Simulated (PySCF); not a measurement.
All values below come from PySCF 2.14.0 with TPSSh-D3(BJ)/def2-TZVP // B3LYP-D3(BJ)/def2-TZVP. Gas-phase values, no solvent. Excitations are Tamm–Dancoff values on a coarser integration grid. The basis has no diffuse functions, so Rydberg states are missing or too high.

Reference species (SMILES): `FC1=CC=CC1` (neutral, multiplicity 1).

| Property | Result |
|---|---|
| dipole moment | 1.18 D |
| T1 excitation (TDA) | 3.04 eV |
| HOMO–LUMO gap | 4.67 eV |

Changed species: `C1C(=CC=1F)C`.

Task: Give the shifts of the dipole moment, T1 excitation (TDA) and HOMO–LUMO gap.

Result: the dipole moment goes up by 0.75 D, to 1.93 D; the T1 excitation (TDA) falls by 1.56 eV, to 1.48 eV; the HOMO–LUMO gap drops by 1.61 eV, to 3.06 eV.
